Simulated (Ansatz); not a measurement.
**Relative stability**

The two ends of one reaction step of GeH$_{3}$Br, singlet (PBE0-D4/def2-TZVP).

A:

```xyz
5
angstrom
Ge -1.0014 0.6795 0.1317
Br 1.0953 -1.0137 -0.4403
H 0.5162 -1.6780 -1.5604
H -0.7460 0.2218 1.6359
H 0.1357 1.7904 0.2332
```

B:

Ge1  (-0.169, 0.087, -0.007)
Br2  (1.880, -0.974, 0.077)
H3  (-0.948, -0.525, -1.174)
H4  (-0.865, -0.167, 1.333)
H5  (0.102, 1.578, -0.229)
(Å)

Ansatz 0.2.0; basis: def2-TZVPP; cores frozen in the correlated methods. Filled d shells of the heavier atoms are correlated. The def2 sets are not built for correlating such inner shells, so the correlated values are less sure here. B3LYP uses VWN-RPA correlation.

(1) Which structure is lower at CCSD(T), and by how much? (To be estimated.)

The T1 diagnostic stays at or below 0.010.

Results:

(1) The calculation gives: B, by 52.97 kcal/mol (electronic energy, against the other). By their contacts, A is GeH₃Br ([GeH2][BrH]) and B is GeH₃Br ([GeH3][Br]).

All methods give the same order:

```json
{"method": "SPW92", "E(B) − E(A) (kcal/mol)": "-49.15"}
{"method": "PBE-D4", "E(B) − E(A) (kcal/mol)": "-47.54"}
{"method": "BLYP-D4", "E(B) − E(A) (kcal/mol)": "-44.56"}
{"method": "r2SCAN-D4", "E(B) − E(A) (kcal/mol)": "-52.51"}
{"method": "B97M-V", "E(B) − E(A) (kcal/mol)": "-52.34"}
{"method": "PBE0-D4", "E(B) − E(A) (kcal/mol)": "-51.55"}
{"method": "B3LYP-D4", "E(B) − E(A) (kcal/mol)": "-48.19"}
{"method": "r2SCAN0-D4", "E(B) − E(A) (kcal/mol)": "-54.27"}
{"method": "BHLYP-D4", "E(B) − E(A) (kcal/mol)": "-52.51"}
{"method": "CAM-B3LYP-D4", "E(B) − E(A) (kcal/mol)": "-50.89"}
{"method": "wB97X-V", "E(B) − E(A) (kcal/mol)": "-53.39"}
{"method": "wB97M-V", "E(B) − E(A) (kcal/mol)": "-49.69"}
{"method": "B2PLYP", "E(B) − E(A) (kcal/mol)": "-51.49"}
{"method": "PBE-QIDH", "E(B) − E(A) (kcal/mol)": "-55.91"}
{"method": "RPA on PBE", "E(B) − E(A) (kcal/mol)": "-50.55"}
{"method": "HF", "E(B) − E(A) (kcal/mol)": "-56.88"}
{"method": "MP2", "E(B) − E(A) (kcal/mol)": "-55.84"}
{"method": "CCSD", "E(B) − E(A) (kcal/mol)": "-53.30"}
{"method": "CCSD(T)", "E(B) − E(A) (kcal/mol)": "-52.97"}
```

Labels in which every atom is bracketed show which atoms are joined, not bond orders.

For scale, one of the runs: CCSD(T)/def2-TZVPP, 138 basis functions, launched by `ansatz run in.yaml --threads 2 --pin off --events-out ev --progress --plain --max-ram 4352MiB`. The run took 8 s on 2 CPU threads of an Intel Xeon 6975P-C (shared host), with 0.82 GiB of host memory at its peak.
